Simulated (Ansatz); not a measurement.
## Counterpoise correction, worked out

The pair of Li⁺ (SMILES [Li+], atom 1) and Br⁻ (SMILES [Br-], atom 2), both closed shells, in one local arrangement (a lower one may exist), relaxed at PBE0-D4/def2-TZVP:

| atom | x (Å) | y (Å) | z (Å) |
| --- | --- | --- | --- |
| Li1 | 0.0000 | 0.0000 | -1.0858 |
| Br2 | 0.0000 | 0.0000 | 1.0858 |

Program: Ansatz 0.2.0. Basis: def2-TZVPPD. Cores are frozen in the correlated methods. Filled d shells of the heavier atoms are correlated. The outer core shell of Li, Na, Mg and K is correlated. The def2 sets are not built for correlating such inner shells, so the correlated values are less sure here.

MP2 total energies in eV:

| system | geometry | basis functions | energy |
| --- | --- | --- | --- |
| pair | pair | all | -70212.66736 |
| Li⁺ | as in the pair | all (partner as ghosts) | -197.72850 |
| Br⁻ | as in the pair | all (partner as ghosts) | -70008.71964 |
| Li⁺ | as in the pair | its own | -197.72650 |
| Br⁻ | as in the pair | its own | -70008.67622 |
| Li⁺ | free (PBE0-D4 minimum) | its own | -197.72650 |
| Br⁻ | free (PBE0-D4 minimum) | its own | -70008.67622 |

Problem. Work out the interaction energy with and without the counterpoise correction, the superposition error, and the binding energy from the relaxed fragments.

Solution. Without correction: -70212.66736 − (-197.72650) − (-70008.67622) = -6.26464 eV.
With correction (each fragment in the whole basis): -70212.66736 − (-197.72850) − (-70008.71964) = -6.21922 eV = -143.42 kcal/mol.
The superposition error is the difference, 0.04542 eV, 1 % of the uncorrected value: each fragment borrows its partner's functions.
Deformation from the free shapes: 0.00000 eV for Li⁺ and 0.00000 eV for Br⁻.
Binding energy from relaxed fragments: -6.21922 + 0.00000 + 0.00000 = -6.21922 eV = -143.42 kcal/mol (electronic, without zero-point energy; negative means bound). For comparison, the corrected interaction energy by CCSD(T) at an estimated basis limit (MP2 extrapolated from triple and quadruple zeta, plus CCSD(T) − MP2 in triple zeta) is -6.333 eV.

No T1 diagnostic of these runs exceeds 0.006.

For scale, one of the runs: CCSD(T)/def2-TZVPPD, 79 basis functions, launched by `ansatz run in.yaml --threads 2 --pin off --events-out ev --progress --plain --max-ram 5222MiB`. Hardware: 2 CPU threads of an Arm Neoverse V2, shared host. Wall time about 0.7 s.
